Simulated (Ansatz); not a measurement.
Geometry optimisation, Ansatz 0.2.0, UKS PBE-D4/6-31G*.

Input:

```yaml
crystal:
  periodic: [false, false, false]
  atoms:
    - { symbol: Si, position_ang: [0.0, 0.0, 0.0] }
    - { symbol: F, position_ang: [0.0, 0.0, 1.84] }
    - { symbol: H, position_ang: [1.3768, 0.0, -0.4862] }
    - { symbol: H, position_ang: [-0.6877, 1.1914, -0.4862] }
    - { symbol: O, position_ang: [-0.7913, -1.3709, -0.5594] }
    - { symbol: H, position_ang: [-1.2459, -1.8365, 0.2129] }
    - { symbol: Cl, position_ang: [0.0, 0.0, 3.64] }
magnetization:
  spin_polarized: true
  initial_magnetization: 1
basis:
  gaussian: { orbitals: "6-31G*" }
hamiltonian:
  xc: pbe
  dispersion: d4
relax:
  f_tol: 0.15
  max_steps: 25
  restrain:
    - { distance: [1, 6], at: 2.7, k: 30.0 }
    - { distance: [0, 1], at: 1.59, k: 30.0 }
```

Run as:

```bash
$ ansatz run input.yaml --threads 2 --pin off --max-ram 3072MiB --backend cpu --events-out ev --progress --plain --runs-dir out
```

Q: Where does it end, and by what steps?

A: The run converged. The restraints hold the end off the free minimum. After 4 steps the energy has fallen by 1.869 eV (the restraints' own energy left out); Cl7 moved furthest, 0.60 Å. The start is strongly strained (largest force component 8 eV/Å), so its close contacts needn't be bonds. Parted: F2–Cl7 (1.80 → 2.70 Å).

```
step  energy less start (eV)  largest force component (eV/Å)  accepted
   0                  0.0000                           8.138       yes
   1                 -1.5672                           2.486       yes
   2                 -1.7443                           2.594       yes
   3                 -1.8593                           0.846       yes
   4                 -1.8686                           0.688       yes
```

```xyz
7
Properties=species:S:1:pos:R:3
Si -0.002 -0.006 -0.076
F -0.004 0.026 1.537
H 1.411 -0.023 -0.560
H -0.726 1.216 -0.546
O -0.765 -1.399 -0.569
H -1.277 -1.836 0.139
Cl 0.015 0.006 4.237
```

Time of the run: 16 s on 2 threads of Arm Neoverse V1, on a shared host, peak memory 0.19 GiB.
